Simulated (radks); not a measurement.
Question: Neutral hafnium: order these configurations by energy. Calculated with a radial shooting solver on a logarithmic mesh with Libxc functionals: Dirac Kohn-Sham, PBE, spin-unpolarised, spherical densities, finite nucleus; Fermi nuclear charge, rms radius of each element as measured or else 0.836 A^(1/3) + 0.57 fm. Sub-shells are occupied by j as written (lower j first in brackets). [Xe] 4f14 5d(3/2: 1, 5/2: 0) 6s2 6p(1/2: 1, 3/2: 0); [Xe] 4f14 5d(3/2: 2, 5/2: 0) 6s1 6p(1/2: 1, 3/2: 0); [Xe] 4f14 5d(3/2: 2, 5/2: 0) 6s2; [Xe] 4f14 5d(3/2: 3, 5/2: 0) 6s1.

Answer: From the lowest, in eV above it: [Xe] 4f14 5d(3/2: 2, 5/2: 0) 6s2 0.000; [Xe] 4f14 5d(3/2: 1, 5/2: 0) 6s2 6p(1/2: 1, 3/2: 0) 1.808; [Xe] 4f14 5d(3/2: 3, 5/2: 0) 6s1 2.414; [Xe] 4f14 5d(3/2: 2, 5/2: 0) 6s1 6p(1/2: 1, 3/2: 0) 3.474.
